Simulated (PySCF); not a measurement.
A species of formula CH10Si3 has this rotational fingerprint, computed with PBE0/def2-SVPD in PySCF (dipole) on a GFN2-xTB geometry, gas phase:

| Property | Result |
| --- | --- |
| Rotational constants | A = 4754, B = 1596, C = 1292 MHz |
| Dipole components | \|μa\| = 0.28 D, \|μb\| = 0.45 D, \|μc\| = 0.21 D |
| Inertial defect | -31.76 u·Å² |
| κ | -0.82 |

Task: Which structure is it? (One computed conformer of each.)
A. `[SiH3:1][CH2:2][SiH2:3][SiH3:4]` with Si1–C2–Si3–Si4 -69°
B. `[CH3:1][SiH2:2][SiH2:3][SiH3:4]` with C1–Si2–Si3–Si4 -40°
C. `C([SiH3])([SiH3])[SiH3]`

Result: B. It is C[SiH2][SiH2][SiH3], an asymmetric top, point group C1. The candidates at the same level (rigid rotor, commonest isotopes):

```csv
SMILES,A (MHz),B (MHz),C (MHz),μa (D),μb (D),μc (D),Δ (u·Å²),point group,rotor
[SiH3]C([SiH3])[SiH3],2771,2769,1499,0.00,0.00,0.55,-27.63,C3v,oblate symmetric top
C[SiH2][SiH2][SiH3],4754,1596,1292,0.28,0.45,0.21,-31.76,C1,asymmetric top
[SiH3]C[SiH2][SiH3],5019,1511,1268,0.32,0.43,0.49,-36.75,C1,asymmetric top
```

`[SiH3]C[SiH2][SiH3]` has A 6 % too high; `[SiH3]C([SiH3])[SiH3]` has B 73 % too high. No structure here is proved a minimum.
